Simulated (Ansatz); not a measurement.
Start from `S[SiH]1CCO1` and change one atom or group to get `O[Si]1(S)CCO1`.

Ansatz, PBE0-D4/def2-TZVP geometries, multiplicity 1. Each molecule was computed in one conformer, which needn't be the lowest.

| property | `S[SiH]1CCO1` |
| --- | --- |
| LUMO energy (PBE0/def2-TZVPP) / eV | 0.12 |
| HOMO–LUMO gap (ωB97M-V/def2-TZVPP) / eV | 11.78 |
| LUMO energy (PBE/def2-TZVPP) / eV | -0.79 |
| HOMO energy (PBE0/def2-TZVPP) / eV | -7.68 |
| size of the dipole moment (PBE/def2-TZVPP) / D | 1.56 |
| HOMO energy (ωB97M-V/def2-TZVPP) / eV | -9.90 |

Give the same properties after the change, and the shifts. (Best estimate.)

Computed: 
```
                                      property  `O[Si]1(S)CCO1`  shift
            LUMO energy (PBE0/def2-TZVPP) / eV             0.26   0.14
       HOMO–LUMO gap (ωB97M-V/def2-TZVPP) / eV            11.83   0.05
             LUMO energy (PBE/def2-TZVPP) / eV            -0.66   0.13
            HOMO energy (PBE0/def2-TZVPP) / eV            -7.69  -0.01
size of the dipole moment (PBE/def2-TZVPP) / D             0.79  -0.77
         HOMO energy (ωB97M-V/def2-TZVPP) / eV            -9.89   0.01
```

Dipoles are sizes alone; their direction can turn.
